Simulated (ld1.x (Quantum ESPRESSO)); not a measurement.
**Cutoff test, phosphorus, RRKJ**

ld1.x (Quantum ESPRESSO) 7.5 input, shortened:

```
&input
   title='P', zed=15., rel=1, dft='PZ', iswitch=3,
   config='[Ne] 3s2 3p1'
 /
 &inputp
   pseudotype=2, tm=.false., rho0=0.001, lloc=1,
   nlcc=.true., new_core_ps=.true.
 /
2
3S  1  0   2.00   0.00  1.55  1.55  0.0
3P  2  1   1.00   0.00  1.60  1.60  0.0
 &test
   configts(1)='3s2 3p1'
 /
```

The pseudo-atom Hamiltonian at the reference potential is diagonalised in spherical Bessel functions j_l(qr) that vanish at 20 bohr, with q² up to the cutoff. All-electron valence levels (Ry): 3s -2.5002, 3p -1.7931.

Q: How do the lowest levels (Ry) of each channel move with the cutoff, and are there ghosts?

A:

| cutoff (Ry) | s #1 | s #2 | p #1 | p #2 | d #1 | d #2 | f #1 | Σ f·Δε (mRy) |
| --- | --- | --- | --- | --- | --- | --- | --- | --- |
| 8 | -2.3027 | -0.7279 | -1.7842 | -0.5982 | -0.7454 | -0.3254 | -0.2864 | 404.0 |
| 12 | -2.4207 | -0.7628 | -1.7915 | -0.6022 | -0.7506 | -0.3271 | -0.2866 | 160.6 |
| 18 | -2.4846 | -0.7834 | -1.7920 | -0.6023 | -0.7510 | -0.3273 | -0.2866 | 32.3 |
| 25 | -2.4972 | -0.7880 | -1.7929 | -0.6025 | -0.7510 | -0.3273 | -0.2866 | 6.2 |
| 35 | -2.4991 | -0.7888 | -1.7930 | -0.6025 | -0.7511 | -0.3273 | -0.2866 | 2.3 |
| 45 | -2.4993 | -0.7889 | -1.7930 | -0.6025 | -0.7511 | -0.3273 | -0.2866 | 1.9 |
| 55 | -2.4998 | -0.7891 | -1.7931 | -0.6025 | -0.7512 | -0.3273 | -0.2866 | 0.8 |
| 70 | -2.5002 | -0.7892 | -1.7931 | -0.6025 | -0.7512 | -0.3273 | -0.2866 | 0.1 |
| 400 | -2.5002 | -0.7892 | -1.7931 | -0.6025 | -0.7512 | -0.3273 | -0.2866 | 0.0 |

Result: no extra level below or beside the all-electron valence levels (s, p, d, f tested); 10 mRy is reached at 25 Ry and 1 mRy at 55 Ry.
